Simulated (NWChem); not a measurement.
System: C₂H₅ClOSi; SMILES O[SiH2]/C=C/Cl

```xyz
10

O     -0.7898    -2.7749     0.2986
Si     0.4344    -1.7475    -0.1740
C     -0.1680     0.0008    -0.4336
C      0.3206     1.0117     0.2904
Cl    -0.1669     2.6598     0.1200
H     -1.2558    -2.5452     1.1078
H      1.5306    -1.6692     0.8437
H      0.9421    -2.3268    -1.4460
H     -0.9346     0.2249    -1.1853
H      1.0861     0.8871     1.0633
```
Atoms are numbered in this order, from 1.

Program: NWChem. Pople sets run with spherical d functions. STO-3G and 3-21G are far too small for this property and stand as cheap habits. Geometry: optimised at PBE0/def2-SVP. Field at 589 nm.

```json
[
 {"level": "B3LYP/STO-3G", "isotropic polarisability (bohr³)": "31.7", "anisotropy (bohr³)": "31.3", "relative time": "1"},
 {"level": "B3LYP/6-31G*", "isotropic polarisability (bohr³)": "58.2", "anisotropy (bohr³)": "47.1", "relative time": "7"},
 {"level": "B3LYP/def2-SVP", "isotropic polarisability (bohr³)": "59.6", "anisotropy (bohr³)": "43.8", "relative time": "6"},
 {"level": "B3LYP/def2-SVPD", "isotropic polarisability (bohr³)": "75.5", "anisotropy (bohr³)": "46.8", "relative time": "20"}
]
```

Relative times are rough (shared machine, one core).
